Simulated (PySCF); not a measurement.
1-bromo-1-methylcyclopropane (C₄H₇Br), SMILES CC1(Br)CC1.

Geometry: r2SCAN-D4/def2-SVP.

The numbers are results of TDDFT-M06-2X/def2-SVPD (PySCF), not measurements.

Vertical excitations. Gas-phase values at a fixed geometry. State labels are in the subgroup Cs.

```csv
state,symmetry,energy (eV),λ (nm),f,main pairs
S1,A",5.59,222,0.000,HOMO→LUMO 87 %
S2,A',6.01,206,0.001,HOMO−1→LUMO 88 %
S3,A",7.34,169,0.071,HOMO→LUMO+1 79 %
S4,A",7.56,164,0.001,HOMO−3→LUMO 82 %
S5,A',7.58,164,0.085,HOMO−2→LUMO 75 %
S6,A',7.74,160,0.086,"HOMO−1→LUMO+1 66 %, HOMO−1→LUMO+3 10 %"
S7,A',7.99,155,0.004,HOMO→LUMO+2 87 %
S8,A",7.99,155,0.001,"HOMO→LUMO+3 74 %, HOMO→LUMO+1 11 %"
S9,A",8.08,153,0.002,HOMO→LUMO+4 85 %
S10,A",8.34,149,0.014,HOMO−1→LUMO+2 90 %
T1,A",5.13,242,0,HOMO→LUMO 84 %
T2,A',5.50,225,0,HOMO−1→LUMO 83 %
T3,A',6.95,178,0,HOMO−2→LUMO 72 %
T4,A",7.19,172,0,HOMO−3→LUMO 79 %
```
Triplets are in the Tamm–Dancoff approximation, which puts them higher than full response would, so one can lie above its singlet here.
